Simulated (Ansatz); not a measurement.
A nudged elastic band was laid between two geometries of CH3AlClF2N (9 atoms, charge 0, multiplicity 1).

The calculation used RKS PBE0-D4/def2-SVP (Ansatz 0.2.0).

| Quantity | Value |
| --- | --- |
| movable images | 6 |
| climbing image | no |
| spring | 5.0 eV/Å² |
| optimiser | quadratic models (default) |
| start path | through a guess of the saddle point |
| force threshold | 0.03 eV/Å |
| iteration limit | 60 |
| end points | relaxed |

Initial state:

```xyz
9
Properties=species:S:1:pos:R:3
F -1.124 -0.921 1.532
C -0.718 -1.008 0.214
N 0.532 -0.382 -0.003
Al 0.779 1.333 -0.368
F 2.309 1.962 -0.332
Cl -0.836 2.516 -0.937
H -1.494 -0.521 -0.399
H -0.678 -2.082 -0.038
H 1.319 -0.942 0.314
```

Final state:

```xyz
9
Properties=species:S:1:pos:R:3
F -0.836 -1.772 -0.796
C -0.731 -0.968 0.323
N 0.489 -0.252 0.354
Al 0.786 1.313 -0.420
F 2.333 1.889 -0.533
Cl -0.817 2.459 -1.090
H -0.831 -1.628 1.202
H -1.580 -0.264 0.299
H 1.277 -0.823 0.645
```

(1) What changes between the two ends?

(2) Give the energies along the band, and the barrier.

(3) What is the geometry of the highest image?

## Answers

(1) No bond is made or broken. The dihedral H8–C2–N3–Al4 goes from 154 to -33°. The two ends are copies of one structure, up to a mirror image or an exchange of like atoms.

(2) The forces met the threshold. The highest image is number 4 of 0 to 7, 24.9 kJ/mol above the ends, which have the same energy within 2 meV. No image climbed, so the highest image needn't sit at the top of the path.

| image | path coordinate (Å) | energy (kJ/mol) | dihedral H8–C2–N3–Al4 (°) |
| --- | --- | --- | --- |
| 0 | 0.00 | 0.0 | 154 |
| 1 | 0.71 | 3.5 | 125 |
| 2 | 1.42 | 13.2 | 96 |
| 3 | 2.13 | 24.9 | 71 |
| 4 | 2.84 | 24.9 | 51 |
| 5 | 3.55 | 13.2 | 25 |
| 6 | 4.26 | 3.5 | -4 |
| 7 | 4.97 | 0.0 | -33 |

(3) 
```xyz
9
Properties=species:S:1:pos:R:3
F -0.476 -2.197 0.875
C -0.753 -0.975 0.331
N 0.463 -0.219 0.239
Al 0.801 1.308 -0.570
F 2.311 1.977 -0.458
Cl -0.708 2.293 -1.613
H -1.513 -0.494 0.977
H -1.197 -1.133 -0.669
H 1.160 -0.606 0.870
```

The run took 3.5 min on 2 threads of Arm Neoverse V1 (shared host), peak memory 0.24 GiB.
